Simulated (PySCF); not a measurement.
CH₅ClO₃Si, SMILES CO[Si](O)(O)Cl.

Geometry: B3LYP-D3(BJ)/def2-SVP. The values are those of a single conformer.

Computed with TDA-PBE/def2-SVPD in PySCF.

Vertical excitations. Gas-phase values at a fixed geometry.

| state | energy (eV) | λ (nm) | f | main pairs |
|---|---|---|---|---|
| S1 | 6.21 | 200 | 0.001 | HOMO→LUMO 100 % |
| S2 | 6.72 | 185 | 0.009 | HOMO−1→LUMO 97 % |
| S3 | 6.81 | 182 | 0.021 | HOMO−2→LUMO 97 % |
| S4 | 7.09 | 175 | 0.030 | HOMO−3→LUMO 95 % |
| S5 | 7.19 | 172 | 0.006 | HOMO→LUMO+1 96 % |
| S6 | 7.54 | 164 | 0.029 | HOMO−4→LUMO 75 %, HOMO→LUMO+2 21 % |
| S7 | 7.57 | 164 | 0.025 | HOMO→LUMO+2 76 %, HOMO−4→LUMO 17 % |
| S8 | 7.70 | 161 | 0.008 | HOMO−1→LUMO+1 69 %, HOMO−2→LUMO+1 14 % |
| S9 | 7.72 | 161 | 0.021 | HOMO−5→LUMO 80 %, HOMO−1→LUMO+1 13 % |
| S10 | 7.82 | 158 | 0.036 | HOMO−2→LUMO+1 70 % |
| T1 | 6.12 | 203 | 0 | HOMO→LUMO 100 % |
| T2 | 6.58 | 188 | 0 | HOMO−1→LUMO 97 % |
| T3 | 6.67 | 186 | 0 | HOMO−2→LUMO 96 % |
| T4 | 6.92 | 179 | 0 | HOMO−3→LUMO 98 % |
Triplets are in the Tamm–Dancoff approximation.
